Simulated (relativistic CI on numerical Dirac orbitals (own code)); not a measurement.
**How well does a small relativistic CI reproduce F IV?**

Computed by Dirac-Coulomb-Breit CI, separate exchange-only KLI orbitals for each configuration, model QED, valence Slater integrals scaled by 0.85, configuration energies shifted to the measured levels that pair with them (semi-empirical) (own radial code, finite nucleus).

CI space (outside the closed core 1s2): 2s2.2p2, 2s.2p3, 2p4, 2s2.2p.3s, 2s2.2p.3p, 2s2.2p.3d, 2s.2p2.3p, 2s2.2p.4s, 2s.2p2.3s, 2s.2p2.3d, 2s2.2p.4d, 2p3.3s, 2p3.3p, 2s2.2p.4p, 2s2.2p.4f, 2p3.3d, 2s2.3s2, 2s2.3s.3p, 2s2.3s.3d, 2s2.3p2, 2s2.3p.3d, 2s.2p2.4s, 2s2.3d2, 2s.2p.3s2, 2s.2p2.4p, 2s.2p2.4d, 2s.2p2.4f, 2s.2p.3s.3p, 2s.2p.3s.3d, 2s.2p.3p2. Levels of other configurations are missing.

```csv
Configuration,Term (tabulated),J,Measured (cm⁻¹),Computed,Error,Purity (%)
2s2.2p2,3P,0,0.0,0,0,98
2s2.2p2,3P,1,225.2,224,-1,98
2s2.2p2,3P,2,613.4,605,-9,98
2s2.2p2,1D,2,25241.0,23999,-1242,98
2s2.2p2,1S,0,53544.0,47127,-6417,95
2s.2p3,3D°,3,147841.8,149825,1983,99
2s.2p3,3D°,2,147888.9,149875,1986,99
2s.2p3,3D°,1,147901.6,149891,1989,99
2s.2p3,3P°,2,175237.0,173253,-1984,99
2s.2p3,3P°,1,175242.0,173259,-1983,99
2s.2p3,1P°,1,257390.0,251347,-6043,99
2p4,3P,2,348327.0,348334,7,97
2p4,3P,1,348770.0,348770,0,97
2p4,3P,0,348963.0,348960,-3,97
2s2.2p.3s,3P°,1,416639.8,416643,3,96
2s2.2p.3s,3P°,2,417143.4,417143,0,96
2s2.2p.3s,1P°,1,423606.4,423001,-606,96
2s2.2p.3p,3D,2,452081.1,452596,515,96
2s2.2p.3p,3D,3,452517.1,453032,515,96
2s2.2p.3p,3P,0,460215.2,459698,-517,93
2s2.2p.3p,3P,1,460385.8,459871,-515,92
2s2.2p.3d,3F°,2,492395.1,492848,452,60
2s2.2p.3d,3F°,3,492858.8,493263,404,96
2s2.2p.3d,3F°,4,493206.2,493608,402,97
2s2.2p.3d,3D°,2,497575.6,497571,-4,94
2s2.2p.3d,3D°,3,497729.1,497729,0,96
2s2.2p.3d,3P°,2,500390.1,499807,-583,94
2s2.2p.3d,3P°,1,500602.1,500015,-587,95
2s.2p2.3p,3D°,1,550918.0,550918,0,99
2s.2p2.3p,3D°,2,551098.0,551100,2,99
2s.2p2.3p,3D°,3,551366.0,551363,-3,99
2s.2p2.3p,3P°,1,556051.0,556065,14,89
2s.2p2.3p,3P°,2,556316.0,556254,-62,91
2s2.2p.4s,3P°,0,559747.0,559711,-36,87
2s2.2p.4s,3P°,1,559881.0,559882,1,86
2s2.2p.4s,1P°,1,561267.0,562031,764,97
2s.2p2.3s,3D,1,567900.0,567950,50,87
2s.2p2.3s,3D,2,568019.0,567969,-50,87
2s.2p2.3d,3P,2,585201.0,584941,-260,90
2s.2p2.3d,3P,1,585425.0,585139,-286,94
2s.2p2.3d,3P,0,585531.0,585239,-292,95
2s.2p2.3d,3F,2,588021.0,588283,262,99
2s.2p2.3d,3F,3,588223.0,588483,260,99
2s.2p2.3d,3F,4,588478.0,588742,264,99
2s2.2p.4d,3D°,1,589109.0,589119,10,93
2s2.2p.4d,3D°,2,589188.0,589188,0,84
2s2.2p.4d,3D°,3,589406.0,589423,17,98
2s2.2p.4d,3P°,2,590024.0,589975,-49,84
2s2.2p.4d,3P°,1,590201.0,590136,-65,94
```

Measured levels from Moore, Atomic Energy Levels, vol. I, NSRDS-NBS 35 (1971 reprint of NBS Circular 467, 1949); pairs were made by configuration, J and term (by order where the table uses no LS term), so strongly mixed levels may be paired wrongly. The analysis dates from before 1960.

Mean error by configuration (cm⁻¹): 2s2.2p2 -1917; 2s.2p3 -675; 2p4 1; 2s2.2p.3s -201; 2s2.2p.3p -1; 2s2.2p.3d 12; 2s.2p2.3p -10; 2s2.2p.4s 243; 2s.2p2.3s 0; 2s.2p2.3d -9; 2s2.2p.4d -17. Over the excited levels the mean absolute error is 656 cm⁻¹ (48 of the 49 excited levels that our extract of the source holds in range could be paired, and the others can miss by more), and the median relative error of those above 1,000 cm⁻¹ is 0.045 %, both after the shifts were fitted to these levels, so that a configuration with one level shows no error.

Configurations whose levels could be paired with our table of measured levels were shifted onto them, all but the ground configuration, by the median error of their levels; single terms can still be off by 1,000 to 2,000 cm⁻¹ or more, and rates follow the energies as ν³ (E1, M1) or ν⁵ (E2). The others borrow a shift and can be off by several thousand cm⁻¹ or more. The fine structure of a lone outer electron comes out too small, for d and f at times inverted, and misplaced configurations move strength between like terms. 48 of the 49 excited levels that our extract of the measured tables holds in this range could be paired (the sources list more); they are missed by 656 cm⁻¹ on average and 6417 at most, after the shifts were fitted to these levels, and levels without a partner can miss by more.

Shifts applied (cm⁻¹): 2s2.2p2 0; 2s.2p3 -2435; 2p4 -10471; 2s2.2p.3s 1768; 2s2.2p.3p -278; 2s2.2p.3d -94; 2s.2p2.3p -1822; 2s2.2p.4s -9070; 2s.2p2.3s -3032; 2s.2p2.3d -3086; 2s2.2p.4d -9967.
